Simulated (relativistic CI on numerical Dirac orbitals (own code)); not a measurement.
## Sensitivity of the levels of Hg58+ to α and to the nuclear radius

Calculated at this level of theory: Dirac-Coulomb-Breit CI, orbitals from a KLI potential per configuration, derivatives by finite differences, unscaled Slater integrals, QED left out (own radial code, finite nucleus).

CI space (outside the closed core [Ne] 3s2): 3p⁶3d⁴, 3p⁵3d⁵, 3p⁴3d⁶, 3p⁶3d³4p, 3p⁶3d²4s², 3p⁶3d²4s4p. Levels of other configurations are missing.

With x = (α/α₀)² − 1 an excitation energy changes as ω = ω₀ + qx; K = 2q/ω₀ is the relative enhancement. Terms are leading LS components, so labels can repeat. The field-shift factor is F = δν/δ⟨r²⟩ for the transition from the lowest level.

Lowest level 3p⁶3d⁴ ³P0.

```
     Level  ω₀ (cm⁻¹)   q (cm⁻¹)     K  F (GHz/fm²)
3p⁶3d⁴ ⁵D1     769545     864500  2.25         29.1
3p⁶3d⁴ ³F4     876283     846100  1.93         29.8
3p⁶3d⁴ ⁵D2     912020     876900  1.92         30.6
3p⁶3d⁴ ³F3     941951     870300  1.85         30.7
3p⁶3d⁴ ⁵D2    1617637   1.71e+06  2.11         58.2
3p⁶3d⁴ ⁵D0    1618431  1.729e+06  2.14         58.9
3p⁶3d⁴ ³H4    1642364  1.716e+06  2.09         58.9
3p⁶3d⁴ ⁵D3    1663535  1.724e+06  2.07         59.1
3p⁶3d⁴ ³H5    1691997  1.701e+06  2.01           59
3p⁶3d⁴ ¹I6    1716085   1.69e+06  1.97         59.2
3p⁶3d⁴ ³D1    1747077  1.736e+06  1.99           60
3p⁶3d⁴ ³F3    1769645  1.707e+06  1.93         59.6
3p⁶3d⁴ ³G4    1774962  1.711e+06  1.93         59.9
3p⁶3d⁴ ³F2    1793893  1.721e+06  1.92         60.1
3p⁶3d⁴ ³F2    1905479  1.732e+06  1.82         61.2
3p⁶3d⁴ ³F4    1957549  1.727e+06  1.76         61.3
3p⁶3d⁴ ¹D2    2078765  1.756e+06  1.69         62.9
3p⁶3d⁴ ¹S0    2231381  1.801e+06  1.61         65.1
3p⁶3d⁴ ⁵D4    2490752  2.575e+06  2.07         88.2
3p⁶3d⁴ ³F3    2503884  2.578e+06  2.06         88.3
3p⁶3d⁴ ³D1    2551562  2.583e+06  2.02         88.9
3p⁶3d⁴ ³G5    2558781  2.571e+06  2.01         88.8
3p⁶3d⁴ ³H6    2560810  2.559e+06     2         88.8
```

At this charge energies of transitions that change n are usually good to better than 1 %, and those within a shell (Δn = 0) to a few per cent.
